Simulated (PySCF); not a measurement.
Species: C6H15O2P.
Cartesian coordinates in Å at the GFN2-xTB level; atoms count from 1:
```xyz
24
C6H15O2P angstrom
C      2.9989   -0.5126   -0.9461
C      1.5276   -0.2233   -1.1952
P      0.6906   -0.0723    0.4400
O      1.3610    0.8262    1.3891
O      0.7082   -1.5957    0.9895
C     -1.1161    0.2850    0.1720
C     -1.2217    1.6883   -0.4089
C     -1.7438   -0.7544   -0.7450
C     -1.7448    0.2372    1.5598
H      3.1174   -1.4853   -0.4722
H      3.4134    0.2439   -0.2826
H      3.5604   -0.5089   -1.8782
H      1.0624   -1.0186   -1.7750
H      1.4084    0.7233   -1.7226
H      1.1122   -1.5698    1.8589
H     -0.6662    2.3850    0.2161
H     -2.2621    2.0076   -0.4500
H     -0.8111    1.7257   -1.4167
H     -2.8243   -0.6209   -0.7755
H     -1.3602   -0.6632   -1.7589
H     -1.5286   -1.7567   -0.3806
H     -1.6969   -0.7726    1.9647
H     -2.7887    0.5446    1.5213
H     -1.2078    0.9072    2.2294
```

IAO charges (e) from the PBE0/pcSseg-1 density (PySCF), one withheld:

```csv
atom,bonded to,charge
C1,C2 H10 H11 H12,-0.4181
C2,C1 P3 H13 H14,-0.5123
P3,C2 O4 O5 C6,+1.6629
O4,P3,-0.9282
O5,P3 H15,?
C6,P3 C7 C8 C9,-0.1800
C7,C6 H16 H17 H18,-0.4212
C8,C6 H19 H20 H21,-0.4214
C9,C6 H22 H23 H24,-0.4225
H10,C1,+0.1445
H11,C1,+0.1570
H12,C1,+0.1460
H13,C2,+0.1538
H14,C2,+0.1530
H15,O5,+0.3778
H16,C7,+0.1539
H17,C7,+0.1409
H18,C7,+0.1328
H19,C8,+0.1416
H20,C8,+0.1344
H21,C8,+0.1485
H22,C9,+0.1409
H23,C9,+0.1388
H24,C9,+0.1531
```

(1) What is the charge on O5?

(2) Add each hydrogen's charge to the atom that carries it.

(3) Across which bond do the charges differ most?

(4) Take the bonds between elements whose Pauling electronegativities differ by more than 0.25. In how many does the more electronegative atom carry the lower charge?

(5) How much positive and how much negative charge does this set hold in all?

## Answers

(1) The charges add up to the total charge, 0. The others sum to +0.7762, which leaves -0.7762 e for O5 (hydroxyl oxygen); the computed value is -0.7761, the difference coming from rounding.

(2) C1 +0.0294, C2 -0.2055, O5 -0.3983, C7 +0.0064, C8 +0.0031, C9 +0.0103. Atoms without hydrogen keep their charges.

(3) P3–O4: +1.6629 on P3 against -0.9282 on O4, a difference of 2.5911 e. The lower charge is on the more electronegative element of the two (Pauling values: O 3.44, P 2.19).

(4) In 19 of 19.

(5) +4.0799 e on 16 atoms and -4.0798 e on 8.

The IAO scheme projects the occupied orbitals on a minimal set of polarised atomic orbitals and counts the electrons in each atom's part of it. Geometry: GFN2-xTB, one conformer, isolated molecule.

These values come from a run that also computed NMR shieldings. The run took 56 s of wall time on an Arm Neoverse V1 with one thread (shared host).
